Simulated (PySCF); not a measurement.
Compound: C₇H₉NO₂.
Z-matrix (Å and degrees, GFN2-xTB geometry), rows numbered from 1:
```
C 
O   1  1.4068
C   2  1.3632  1  118.04
C   3  1.4026  2  116.48  1   180.00
C   4  1.3724  3  119.56  2   180.00
C   5  1.4026  4  118.11  3     0.04
O   6  1.3471  5  118.06  4   179.95
C   7  1.4137  6  115.92  5   179.94
N   6  1.3190  5  122.63  4    -0.03
C   9  1.3286  6  119.11  5     0.00
H   1  1.0947  2  111.49  3    61.26
H   1  1.0889  2  105.65  3   179.97
H   1  1.0947  2  111.47  3   -61.27
H   4  1.0788  3  118.71  2     0.03
H   5  1.0772  4  122.22  3  -179.95
H   8  1.0922  7  110.69  6    60.25
H   8  1.0878  7  105.97  6  -179.96
H   8  1.0922  7  110.69  6   -60.22
H  10  1.0807  3  122.81  2    -0.06
```

Definitions: NICS(0) = −σiso at the ring centroid; NICS(1) = −σiso and NICS(1)zz = −σzz at ±1 Å along the ring normal z. Level: GIAO PBE0/pcSseg-1 (PySCF, non-relativistic, gas phase) on the GFN2-xTB geometry, one conformer.

Ring bond lengths (Å), with Mayer bond orders in brackets: C3–C4 1.403 (1.34), C4–C5 1.372 (1.52), C5–C6 1.403 (1.29), C6–N9 1.319 (1.44), N9–C10 1.329 (1.44), C10–C3 1.386 (1.36).

Question: Give the NICS values of each ring in ppm.

Answer: 
```json
{"ring": "C3–C4–C5–C6–N9–C10", "type": "6-membered ring with N; formal bonds all aromatic", "NICS(0)": "-8.6", "NICS(1), two faces": "-10.4 / -10.4", "NICS(1)zz, two faces": "-24.7 / -24.7", "rms pucker (Å)": "0.00", "centre to ring atoms, mean (Å)": "1.37"}
```

Question: What do they say, and how far can they be read as aromaticity?

Answer: 
- C3–C4–C5–C6–N9–C10: mean NICS(1)zz -24.7 ppm, shielded, aromatic by this magnetic criterion (flat ring, no four-coordinate atom).

Question: And the bond-length index? HOMA takes Krygowski's 1993 parameters.

Answer: 
- C3–C4–C5–C6–N9–C10: HOMA 0.97; the largest term is that of C4–C5, α(R − Ropt)² = 0.06. The geometric and the magnetic index point the same way.

Question: How shielded are the nuclei of the rings and their hydrogens (means over atoms taken as equivalent)?

Answer: 
| atoms | environment | σ isotropic (ppm) |
| --- | --- | --- |
| C3 | aromatic carbon bearing oxygen | 30.1 |
| C4 | aromatic CH carbon | 52.0 |
| C5 | aromatic CH carbon | 70.8 |
| C6 | aromatic carbon bearing oxygen | 21.0 |
| N9 | pyridine-type nitrogen | -35.0 |
| C10 | aromatic CH next to a ring nitrogen | 55.1 |
| H14 | aromatic hydrogen | 24.19 |
| H15 | aromatic hydrogen | 24.80 |
| H19 | aromatic hydrogen | 23.88 |

Cost: about 1.8 min of CPU time on one thread; the machine was shared, so the figure is rough. This is the whole shielding run at PBE0/pcSseg-1, SCF included.
